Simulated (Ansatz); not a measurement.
Consider the formal exchange of groups at a B–C bond: `C=CB(Cl)CO` + GeH₄ → `OC[B](Cl)[GeH3]` + `C=C`.

Gas-phase electronic energies from Ansatz, PBE0-D4/def2-TZVP geometries. CCSD(T)/CBS is the MP2 limit (def2-TZVPP, def2-QZVPP) plus CCSD(T) − MP2 in def2-TZVPP, frozen cores. This one scheme is used for every species. Functionals use def2-TZVPP. For Ge outer-core shells are correlated without core-valence functions, which leaves a few kJ/mol of doubt a bond. Scalar relativity is left out up to krypton. Each species was taken in one conformer, which may not be the lowest.

```tsv
level	ΔE (kJ/mol)
PBE-D4	30.1
PBE0-D4	32.9
HF/def2-TZVPP	42.9
SCS-MP2/def2-TZVPP	36.9
CCSD(T)/def2-TZVPP	32.7
HF/def2-QZVPP	44.2
MP2/def2-QZVPP	35.7
HF/CBS(def2)	44.3
```

Problem. What does CCSD(T)/CBS give? (An estimate is asked.)

Solution. The calculation gave: +30.0 kJ/mol. The listed levels differ from it by 0.1, 2.9, 12.9, 6.9, 2.7, 14.2, 5.7, 14.3 kJ/mol.

Largest T1 diagnostic among the species: 0.012.

From PBE to PBE0 (25 % exact exchange), in def2-TZVPP and without D4, ΔE moves by +3.0 kJ/mol. In def2-TZVPP, CCSD(T) changes the Hartree–Fock value by −10.3 kJ/mol (the triples alone add +0.0 kJ/mol) and MP2 by −6.1 kJ/mol.
